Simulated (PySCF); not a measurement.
# Correlation energy of Rh (rhodium, neutral)

[Kr] 4d9, 2D determinant (an excited configuration). Calculation: PySCF 2.14, in aug-cc-pwCVDZ-PP with ECP28MDF (6s6p5d3f, 70 functions); a scalar-relativistic core potential. Frozen: 4s2 4p6; 9 electrons correlated.

| level | correlation energy (mhartree) |
| --- | --- |
| CCSD | -269.89 |
| (T) | -13.52 |
| CCSD(T) | -283.41 |

Diagnostics: T1 = 0.038, D1 = 0.1341, largest double amplitude 0.022.

Problem. Is a single reference adequate?

Solution. Largely. T1 is above 0.03 while the doubles stay small, so the singles mainly relax the orbitals.
